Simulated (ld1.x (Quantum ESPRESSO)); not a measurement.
**Logarithmic derivatives: oxygen (O), TM**

| Item | Value |
| --- | --- |
| Element | oxygen |
| Generator | ld1.x (Quantum ESPRESSO) 7.5 |
| Type | norm-conserving Troullier–Martins (Kleinman–Bylander form) |
| Functional | PBE |
| Relativity | scalar-relativistic |
| Frozen core | [He] |
| Valence charge | 6 |
| Reference configuration | 2s2 2p4 |
| Partial waves | 2s (bound): rc 0.65 bohr; 2p (bound): rc 1.30 bohr; 3d channel at 0.5 Ry: rc 1.62 bohr |
| Local potential | all-electron potential smoothed inside 0.70 bohr (lloc = -1) |
| Core correction | none |

The phase is arctan(r·u′/u) with u = r·R(r), unwrapped; energies in Ry, scanned from -4 to 5 Ry. A pole is an energy at which the radial function vanishes at the test radius. The pseudo phase is shifted by a multiple of π to meet the all-electron one at the reference energy, and phase errors are pseudo minus all-electron; the curves can meet again beyond the range given. Levels narrower than the energy grid can be missing from the lists of poles.

| channel | radius (bohr) | reference energy (Ry) | poles, all-electron | poles, pseudo | unbroken range about the reference energy with phases within 0.05 rad | phase error 1 Ry above the reference energy (rad) |
| --- | --- | --- | --- | --- | --- | --- |
| s | 1.76 | -1.76 | -0.85 | -0.85 | below 3.9 | -0.000 |
| p | 1.76 | -0.66 | 0.25 | 0.26 | below 3.7 | +0.001 |
| d | 1.76 | 0.50 | none | none | the whole range | +0.000 |

Phases in the d channel:

| E (Ry) | all-electron | pseudo |
| --- | --- | --- |
| -4.00 | 1.326 | 1.326 |
| -3.52 | 1.315 | 1.315 |
| -3.04 | 1.302 | 1.302 |
| -2.56 | 1.288 | 1.288 |
| -2.08 | 1.270 | 1.270 |
| -1.60 | 1.250 | 1.250 |
| -1.12 | 1.225 | 1.225 |
| -0.64 | 1.195 | 1.195 |
| -0.16 | 1.156 | 1.156 |
| 0.32 | 1.104 | 1.104 |
| 0.80 | 1.033 | 1.033 |
| 1.28 | 0.929 | 0.929 |
| 1.76 | 0.765 | 0.765 |
| 2.24 | 0.492 | 0.493 |
| 2.72 | 0.048 | 0.050 |
| 3.20 | -0.483 | -0.480 |
| 3.68 | -0.883 | -0.880 |
| 4.16 | -1.124 | -1.121 |
| 4.64 | -1.271 | -1.268 |
